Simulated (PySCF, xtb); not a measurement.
C3H6BNO, SMILES B(C)(OC#N)C.

The structure is a stationary point at B3LYP-D3(BJ)/def2-SVP. The structure was generated by enumeration, and PubChem lists no compound with its InChIKey, so it may never have been made. The values are those of a single conformer.

Calculation: IEF-PCM-M06-2X/def2-SVP in PySCF.

The values are the electrostatic part of the solvation free energy, E(continuum) − E(gas) at the gas-phase geometry, in a cavity of scaled van der Waals radii (PySCF's table); cavitation and dispersion terms are not included. In vacuum the orbital gap is 10.53 eV. The dipole moment in vacuum is 4.08 D.

| solvent | ε | ΔG(elec) (kcal/mol) | dipole (D) | gap (eV) |
|---|---|---|---|---|
| water | 78.36 | -5.5 | 5.00 | 10.90 |
| N,N-dimethylformamide | 37.22 | -5.3 | 4.99 | 10.89 |
| benzene | 2.27 | -2.5 | 4.51 | 10.78 |

For comparison, GFN2-xTB/ALPB(water) (xtb, at the GFN2-xTB geometry, all terms of that model) gives -6.1 kcal/mol.
